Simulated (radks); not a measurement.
Spherical quantum dot in the effective-mass picture: electrons in a hard-walled sphere of radius 1.79, all in effective atomic units (hartree* = m*/eps^2 hartree, bohr* = eps/m* bohr), one dielectric constant everywhere. Calculated with a radial shooting solver with Libxc functionals: non-relativistic Kohn-Sham, r2SCAN, spin-polarised, spherical densities, generalised Kohn-Sham scheme. Levels are named by radial order and angular momentum (1s, 1p, 1d, 2s, ...), and open shells are averaged over m. Each electron was tried in the lowest free levels, single moves between levels near the top were tried too, and the lowest total energy was kept; such a search can miss a lower state. At N = 1 the Hartree and exchange-correlation terms need not cancel, so that row can carry a self-interaction error.

N	open shells	2S	E (hartree*)	mu = E(N) - E(N-1) (hartree*)	addition energy mu(N+1) - mu(N) (hartree*)	rms radius (bohr*)
1	1s(up 1, down 0)	1	1.53599	1.5360	0.9404	0.9539
2	none	0	4.01239	2.4764	2.223	0.9765
3	1p(up 1, down 0)	1	8.71169	4.6993	0.6776	1.035
4	1p(up 2, down 0)	2	14.0886	5.3769	0.7170	1.066
5	1p(up 3, down 0)	3	20.1824	6.0939	1.034	1.087
6	1p(up 3, down 1)	2	27.3102	7.1278	0.6620	1.103
7	1p(up 3, down 2)	1	35.1001	7.7898	0.6974	1.116
8	none	0	43.5873	8.4872	2.561	1.127
9	1d(up 1, down 0)	1	54.6356	11.048	0.6724	1.143
10	1d(up 2, down 0)	2	66.3564	11.721	0.6820	1.157
11	1d(up 3, down 0)	3	78.7591	12.403	0.6882	1.168
12	1d(up 4, down 0)	4	91.8501	13.091	0.6919	1.178
13	1d(up 5, down 0)	5	105.633	13.783	0.9809	1.187
14	1d(up 5, down 1)	4	120.397	14.764	0.6606	1.195
15	1d(up 5, down 2)	3	135.821	15.424	0.6707	1.202
16	1d(up 5, down 3)	2	151.916	16.095	0.6777	1.208
17	1d(up 5, down 4)	1	168.689	16.773	0.6822	1.214
18	none	0	186.144	17.455	2.809	1.219
19	2s(up 1, down 0)	1	206.408	20.264	0.7947	1.213
20	2s(up 1, down 0) 1f(up 1, down 0)	2	227.467	21.059	0.6276	1.220
21	1f(up 3, down 0)	3	249.153	21.686	0.6462	1.239
22	1f(up 4, down 0)	4	271.486	22.333	0.6690	1.244
23	1f(up 5, down 0)	5	294.488	23.002	0.6706	1.249
24	1f(up 6, down 0)	6	318.160	23.672	0.6717	1.254
25	1f(up 7, down 0)	7	342.504	24.344	0.9455	1.259
26	1f(up 7, down 1)	6	367.793	25.290	0.6529	1.263
27	1f(up 7, down 2)	5	393.736	25.942	-	1.267

All shells are closed at N = 2, 8, 18 (there: 1s2 1p6 1d10); the second difference of the energy has clear peaks (12 % above both neighbours; the first and last values, which can be the largest, are not judged, and half-filled shells can peak too) at N = 2, 5, 8, 13, 18, 25.
